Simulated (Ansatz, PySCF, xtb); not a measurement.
Noncovalent pair: C2H4 (SMILES C=C) (first 6 atoms) with CHN (SMILES C#N); geometry from B3LYP-D3(BJ)/def2-TZVP.
(charge 0, multiplicity 1):
```xyz
9

C     -0.087     0.637     0.223
C     -0.228    -0.678     0.126
H      0.882     1.114     0.139
H     -0.937     1.291     0.379
H     -1.199    -1.154     0.199
H      0.620    -1.331    -0.041
C      0.284    -0.336     3.773
N      0.422    -0.436     4.907
H      0.154    -0.243     2.713
```

Counterpoise-corrected where a basis set is named; no monomer relaxation. Rows marked so take none.

Rows in 3-21G, 6-31G* carry no dispersion term and start afresh at each structure (6-31G* with six Cartesian d functions).

Codes used: Ansatz (a quantum-chemistry and plane-wave program); PySCF for 3-21G rows, 6-31G* rows; xtb for the GFN methods. Each number belongs to the level named beside it.

### Question
One of these levels gives -3.81 kcal/mol for the interaction energy. Name it.
A. BP86/6-31G* (no counterpoise)
B. r2SCAN/def2-TZVPPD
C. B3LYP/3-21G (no counterpoise)
D. GFN1-xTB

### Answer
C, B3LYP/3-21G (no counterpoise). The others give -1.13 (GFN1-xTB), -2.48 (BP86/6-31G* (no counterpoise)), -2.16 (r2SCAN/def2-TZVPPD)
